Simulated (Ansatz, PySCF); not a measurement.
Gas-phase reaction (SMILES): CCB(N)CC [[amino(ethyl)boranyl]ethane] + 2 B (BH3) + 2 C (CH4) → 2 BC (CH5B) [methylborane] + BN (BNH4) + 2 CC (C2H6) [ethane]; bond separation energy.

Geometries: B3LYP-D3(BJ)/def2-TZVP minima from Ansatz (an electronic-structure program), one conformer each, not searched for the lowest. Cores are frozen in the correlated levels unless marked. Spin-orbit coupling is left out. No relativistic terms. CBS marks a two-point X^-3 extrapolation of the correlation energy; Hartree-Fock from the larger set. The bracket is a focal-point correction in the basis named. Thermal terms are rigid-rotor harmonic-oscillator values from B3LYP-D3(BJ) frequencies (Ansatz or PySCF) at 298.15 K and 1 atm. 1 Eh = 627.5095 kcal/mol.

```tsv
species	E, RI-MP2/CBS(cc-pVTZ,cc-pVQZ)+[CCSD(T)-MP2]/cc-pVTZ (Ansatz) (Eh)	E, PBE/def2-TZVPD (Ansatz) (Eh)	H - E (Eh)
CCB(N)CC	-238.99813	-239.05555	0.17216
B (BH3)	-26.55181	-26.55229	0.03008
BC (CH5B)	-65.83165	-65.84631	0.06039
BN (BNH4)	-81.93343	-81.95011	0.05211
C (CH4)	-40.46125	-40.46301	0.04840
CC (C2H6)	-79.71807	-79.73096	0.07887
```

Problem. Work out ΔE and ΔH at 298.15 K at the first level, then ΔH at the second.

Solution. 
1. ΔE = [2×(-65.83165) + (-81.93343) + 2×(-79.71807)] - [(-238.99813) + 2×(-26.55181) + 2×(-40.46125)] = -0.00862 Eh = -5.4 kcal/mol at RI-MP2/CBS(cc-pVTZ,cc-pVQZ)+[CCSD(T)-MP2]/cc-pVTZ.
2. The terms H - E add up to 0.00151 Eh, so ΔH = (-0.00862 + (0.00151))×627.5095 = -4.5 kcal/mol.
3. At PBE/def2-TZVPD the same steps give ΔE = -11.6 and ΔH = -10.7 kcal/mol, a shift of -6.2 from the first level.
4. These values are not checked against measurement here, since the tables used lack a sound gas-phase enthalpy of formation for at least one species.
